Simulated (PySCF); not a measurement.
## 17O chemical shifts

- geometry from GFN2-xTB
- σ from GIAO-PBE0/pcSseg-1
- code: PySCF
- fast rotation and ring inversion assumed for equivalent nuclei, single conformer, no relativistic terms, gas phase

Shieldings were converted by a linear fit to measured shifts: 17O: δ = 266.70 − 0.911σ (rms 10.7 ppm, 155 shifts, 12.2 ppm with the 3 outliers that the fit left out vs liquid water, solution or neat liquid). Occasional misses reach two or three times the rms, and more in compound classes unlike the fitted ones.

Problem. Give the 17O shifts of `C[Si@@H](O)NCCN`, `ClC(Cl)[C@H]1CCOC1`, `CO[C@@]12CC=C(C#N)[C@@H]1C2`, `C=CCOc1ccncc1`, `C=Nc1ccc(OC)cc1`, `CCCN[Si@@H](N)O`, `OCC(Cl)Cl`.

Solution. 
| compound | environment | δ (ppm) |
| --- | --- | --- |
| C[Si@@H](O)NCCN | oxygen bonded to Si, H | -4.3 |
| ClC(Cl)[C@H]1CCOC1 | ether oxygen | 15.5 |
| CO[C@@]12CC=C(C#N)[C@@H]1C2 | ether oxygen | 2.0 |
| C=CCOc1ccncc1 | ether oxygen | 85.1 |
| C=Nc1ccc(OC)cc1 | ether oxygen | 55.3 |
| CCCN[Si@@H](N)O | oxygen bonded to Si, H | -6.9 |
| OCC(Cl)Cl | alcohol oxygen | -0.6 |
